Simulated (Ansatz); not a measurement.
Ideal-gas functions of FH3OSiZn, SMILES `[F][Zn][O][SiH3]` at 800 K and 1 bar, from an Ansatz frequency run at PBE0-D4/def2-TZVP.

Molar mass 131.5 g/mol, point group Cs (symmetry number 1), electronic degeneracy 1, moments of inertia 12.107, 361.074, 367.336 u Å². Harmonic wavenumbers (cm⁻¹, unscaled): 27, 69, 163, 171, 469, 704, 723, 731, 954, 959, 992, 1055, 2195, 2201, 2227.

Use S(trans) = R[1.5 ln M + 2.5 ln T − 1.1517]; rotational temperatures θ = 24.2544 K / I; S(rot) = R[ln(√π/σ · √(T³/θAθBθC)) + 1.5]; for each mode x = 1.438777 ν̃/T, S = R[x/(eˣ − 1) − ln(1 − e⁻ˣ)] and H = RT x/(eˣ − 1); 1 cm⁻¹ = 0.0119627 kJ/mol; R = 8.31446 J/(mol·K).

Question: By hand: the entropy, in J/(mol·K).

Answer: Translation 190.2. Rotation: θ = 2.0033, 0.0672, 0.066 K, giving 120.2. Vibration, mode by mode: 33.47, 25.67, 18.55, 18.15, 9.97, 6.89, 6.69, 6.61, 4.78, 4.74, 4.52, 4.13, 0.81, 0.80, 0.77, in all 146.6. Electronic 0.0. Sum 457.0 J/(mol·K).

Question: By hand: H − E and G − E in kJ/mol, counted from the electronic energy.

Answer: Zero-point energy ½ × 13640 × 0.0119627 = 81.6; thermal vibration 49.3; translation, rotation and pV give 4 RT = 26.6. H − E = 157.5 kJ/mol, and G − E = 157.5 − 800 × 457.0/1000 = -208.1 kJ/mol.

Vibration gives 32 % of the entropy, 59.1 J/(mol·K) of it from the modes under 150 cm⁻¹: soft modes count most, and the harmonic formula is weakest for them. The sum counts one conformer and one mirror image; others add a mixing term.
